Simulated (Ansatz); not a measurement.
Reaction (hydrogenolysis of the Si–Si bond): `C=C[SiH2][SiH2]S` + H₂ → `C=C[SiH3]` + `[SiH3]S`

Isolated molecules relaxed with PBE0-D4/def2-TZVP in Ansatz; ΔE leaves out vibrations. CBS: MP2 limit from def2 TZ/QZ plus the TZ coupled-cluster correction, frozen cores. This one scheme is used for every species. Each species was taken in one conformer, which may not be the lowest.

| level | ΔE (kJ/mol) |
| --- | --- |
| SCS-MP2/def2-QZVPP | -22.0 |
| HF/CBS(def2) | -56.2 |

(1) What does CCSD(T)/CBS give? (Estimate.)

Largest T1 diagnostic among the species: 0.012.

## Answers

(1) Computed: -13.2 kJ/mol. The listed levels differ from it by -8.8, -43.0 kJ/mol.

From PBE to PBE0 (25 % exact exchange), in def2-TZVPP and without D4, ΔE moves by −6.3 kJ/mol. In def2-TZVPP, CCSD(T) changes the Hartree–Fock value by +37.8 kJ/mol (the triples alone add +7.4 kJ/mol) and MP2 by +41.3 kJ/mol. The D4 term adds +17.6 kJ/mol with B3LYP and +10.3 kJ/mol with PBE0; it sums over pairs of atoms, weighted by their polarisabilities, and B3LYP, whose exchange is more repulsive, gets the larger term.

B3LYP here is the variant with VWN-RPA as its local correlation; programs differ in this.
